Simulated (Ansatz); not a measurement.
A structure relaxed at PBE0-D4/def2-TZVP, charge 0, multiplicity 1:

```tsv
atom	x (Å)	y (Å)	z (Å)
C1	-1.6987	-0.8917	-0.0762
Al2	-0.0846	-0.2952	-0.9879
C3	1.2134	0.6697	0.1762
N4	1.0556	0.9011	1.4167
O5	2.3485	1.1068	-0.4108
H6	-2.2358	-0.0486	0.3717
H7	-1.4592	-1.5780	0.7434
H8	-2.3909	-1.4065	-0.7462
H9	0.2123	-0.5376	-2.5248
H10	0.1724	0.5308	1.7560
H11	2.8672	1.5493	0.2818
```

**Question.** Give its formula and SMILES.

**Answer.** C2H6AlNO, `[CH3][AlH][C](=N)O`.

**Question.** Point group (tolerance 0.08 Å, 0.16 Å for H)?

**Answer.** Cs.

**Question.** Summarise the bond lengths by kind.

**Answer.** 2 × Al–C 1.947 to 1.993 Å; 3 × C–H 1.092 to 1.096 Å; 1 × Al–H 1.584 Å; 1 × C–N 1.272 Å; 1 × C–O 1.351 Å; 1 × H–N 1.016 Å; 1 × H–O 0.972 Å.

Results of the Gaussian-basis code of Ansatz.
